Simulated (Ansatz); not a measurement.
`[BH]1C[O][SbH]1`, relaxed with RKS PBE0-D4/def2-TZVP in Ansatz 0.2.0 from a PBE-D4/def2-SVP geometry. The force threshold is 0.005 eV/Å; the program also tests the step.

Charge 0, multiplicity 1. Sb: def2 effective core potential.

Start:

```xyz
8

B    -0.293    0.929    0.142
C     0.533   -0.085   -0.715
O    -0.071   -1.377   -0.557
Sb   -1.606   -0.831    0.740
H    -0.153    2.112    0.361
H     1.605   -0.085   -0.369
H     0.608    0.213   -1.796
H    -0.622   -0.874    2.195
```

(1) By how much does the energy fall, and how many steps does the optimiser take? (Estimate.)

(2) Which bonds change most? (An estimate is asked.)

(3) Give the relaxed structure. (An estimate is asked.)

## Answers

(1) Ansatz gave: 1.62 kcal/mol, in 7 steps.

(2) Computed: O3–Sb4 from 2.082 to 2.012 Å; B1–Sb4 from 2.275 to 2.245 Å; Sb4–H8 from 1.758 to 1.728 Å; C2–H7 from 1.124 to 1.103 Å.

(3) Ansatz gave: 
```xyz
8

B    -0.304    0.940    0.140
C     0.528   -0.074   -0.701
O    -0.112   -1.345   -0.551
Sb   -1.569   -0.817    0.733
H    -0.171    2.108    0.331
H     1.566   -0.115   -0.322
H     0.626    0.196   -1.766
H    -0.563   -0.893    2.136
```
